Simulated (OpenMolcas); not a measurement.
## La+: Racah parameters, worked from levels

- Program: OpenMolcas 26.06
- Basis: ANO-RCC-VQZP [9s8p6d4f3g2h]
- Scalar Hamiltonian: DKH2, point nucleus
- Active space: 2 electrons in 11 orbitals (5d 6s 6d)
- State averaging: 2S+1 = 3 even, 15 roots; 2S+1 = 1 even, 20 roots kept (CI in the orbitals of an earlier block)
- Spin-orbit coupling: state interaction with AMFI integrals over the reference wave functions, term energies averaged over their components

Methods: CASSCF; MS-CASPT2, IPEA 0.25 Eh, imaginary shift 0.1 Eh (closed shells correlated: 5s 5p). Measured levels: NIST Handbook of Basic Atomic Spectroscopic Data.

**Racah parameters.** Above ³F, d2 has ³P at 15B, ¹G at 12B + 2C and ¹D at 5B + 2C. The first two fix B and C, and the third tests them; where it misses by thousands of cm-1, two parameters do not describe the configuration (Trees and configuration-interaction terms are left out) and B and C hang on the terms chosen. Term energies are centres of gravity, weighted by 2J + 1.

```tsv
Source	³P	¹G	B	C	C/B	¹D from B, C
CASSCF	6708	8873	447	1753	3.92	5741
MS-CASPT2	5541	6590	369	1079	2.92	4003
measured	4766	6290	318	1239	3.90	4068
```

Energies in cm-1. From CASSCF to MS-CASPT2, B changes by -17.4 % and C by -38.4 %. Against the measured terms, MS-CASPT2 has B off by +16.0 % and C by -12.9 %.

CASPT2 breaks the degeneracy within a term, and the mean is taken; among the terms shown or strongly mixed into the levels shown the widest spread is 1100 cm-1 (5d² ¹G, MS-CASPT2). Terms from blocks run as CI alone lack orbitals of their own. Active for correlation alone: 6d; no level in the range computed is led by a configuration that fills it, so any true level of that kind is missing. Without dynamic correlation excited terms often stand tens of per cent too high (terms of higher spin than the ground term too low), and those without a measured partner can miss by more than the paired ones (holds for CASSCF). The CASPT2 spread within a term exceeds the gap to the next term for 5d² ³F and 5d² ¹D, 5d² ³P and 5d² ¹G, so the order of their levels is uncertain, and so are names and mixing where such terms share a J (holds for MS-CASPT2). Some terms miss by over 15 % even with CASPT2, which points to a basis or an active space too small for the shells correlated (holds for MS-CASPT2). Computed and measured levels are paired by configuration, term and J; levels that our copy of the source lacks, or whose pairing is in doubt (as where it misses far off the trend of its configuration), stay unpaired and out of the deviations. Only configurations of the active space appear.
